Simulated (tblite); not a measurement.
Compound: C₂H₄B₂O.
SMILES: `BOBC#C`

Computed values, GFN2-xTB/tblite, gas phase, harmonic and unscaled. Errors from tens to a few hundred cm⁻¹ against measured bands are possible. Modes of hydrogen on boron can be 10 to 20 % off.

Harmonic wavenumbers (cm⁻¹): 105.7, 197.0, 223.7, 231.7, 436.1, 480.4, 670.9, 677.1, 773.0, 861.8, 882.1, 948.4, 982.5, 1145.1, 1252.6, 1623.4, 2214.9, 2520.3, 2533.6, 2539.4, 3359.9.

A = 22818, B = 2612, C = 2391 MHz; mass 66.045 u (most abundant isotopes); point group Cs, symmetry number 1.

Task: Zero-point energy?

Result: Half the sum of the wavenumbers: 12330 cm⁻¹ = 35.25 kcal/mol.

Task: Entropy at 350 K, 1 bar (ideal gas, RRHO, classical rotation)?

Result: Translation 39.30, rotation 25.70, vibration 14.95: S = 80.0 cal/(mol K).

Task: And Cp and H(350 K) − H(0)?

Result: Cp = 25.14 cal/(mol K), of which vibrations give 17.19 (their classical limit is 21 R = 41.7); H(350 K) − H(0) = 5.76 kcal/mol without the zero-point energy, 2.98 from vibrations.

Task: How do the functions run with temperature in this model?

Result: 
```tsv
T (K)	S (cal/(mol K))	Cp (cal/(mol K))	H − H(0) (kcal/mol)	G − H(0) (kcal/mol)	ln q(vib)
150	63.2	15.4	1.67	-7.81	0.88
250	72.3	20.5	3.47	-14.60	2.03
298.15	76.1	22.9	4.51	-18.18	2.61
400	83.4	27.1	7.07	-26.31	3.85
600	95.6	33.0	13.12	-44.26	6.25
900	110.2	38.6	23.93	-75.22	9.57
```

q(vib) and H(0) count from the zero-point level.

Task: What must be added to the electronic energy to get the Gibbs energy at 350 K and 1 bar?

Result: ZPE + [H(350 K) − H(0)] − T·S = 35.25 + 5.76 − 27.99 = 13.02 kcal/mol.

Task: Which modes carry the vibrational entropy at 350 K?

Result: 105.7 cm⁻¹: 3.66; 197.0 cm⁻¹: 2.46; 223.7 cm⁻¹: 2.22; 231.7 cm⁻¹: 2.16; 436.1 cm⁻¹: 1.07; 480.4 cm⁻¹: 0.93 cal/(mol K); the other 15 give 2.45 together.

Hindered rotation and anharmonicity are outside this model.

Time: 0.21 s wall. Hardware: an Arm Neoverse N1 with one thread, on a shared host. The figure is for the frequency step alone.
